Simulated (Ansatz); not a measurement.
System: GaH2F, charge 0, singlet. GaH2F (SMILES [GaH2][F]).
B3LYP-D3(BJ)/def2-TZVP minimum from Ansatz (a program for electronic structure):
```
Ga
F 1 1.7702
H 1 1.5562 2 113.61
H 1 1.5562 3 132.78 2 -180.00
```

Total energies in cc-pVTZ, 12 correlated electrons, 15 frozen orbitals. UHF or UKS for unpaired electrons; spin-orbit terms are left out. Correlated methods leave the cores frozen (noble-gas shells, and filled d and f shells in the p block). No relativity.

```tsv
method	program	energy (Eh)	minus CCSDT(Q) (mEh)
HF	Ansatz	-2023.95601	363.54
MP2	Ansatz	-2024.29734	22.21
CCSD	Ansatz	-2024.30954	10.01
CCSD(T)	Ansatz	-2024.31889	0.66
CCSDT(Q)	Ansatz	-2024.31955	0.00
```

Rough core times of Ansatz's runs on a shared machine: CCSD(T) under 20 s, CCSDT(Q) 4 min.
